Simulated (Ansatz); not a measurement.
Reaction (redistribution): `C[SiH2][Al]1[CH2][SiH2]1` + `[SiH3]C[SiH2]Cl` → `[SiH3][Al]1[CH2][SiH2]1` + `C[SiH2]C[SiH2]Cl`

Isolated molecules relaxed with PBE0-D4/def2-TZVP in Ansatz; ΔE leaves out vibrations. CCSD(T)/CBS is the MP2 limit (def2-TZVPP, def2-QZVPP) plus CCSD(T) − MP2 in def2-TZVPP, frozen cores. Functionals use def2-TZVPP. Each species was taken in one conformer, which may not be the lowest.

```csv
level,ΔE (kJ/mol)
r2SCAN,-7.1
CCSD(T)/def2-TZVPP,-7.0
MP2/CBS(def2),-6.7
CCSD/CBS(def2),-7.2
```

(1) What does CCSD(T)/CBS give? (Best estimate.)

Largest T1 diagnostic among the species: 0.014.

Answers

(1) The calculation gave: -7.1 kJ/mol. The listed levels differ from it by 0.0, 0.1, 0.4, -0.1 kJ/mol.
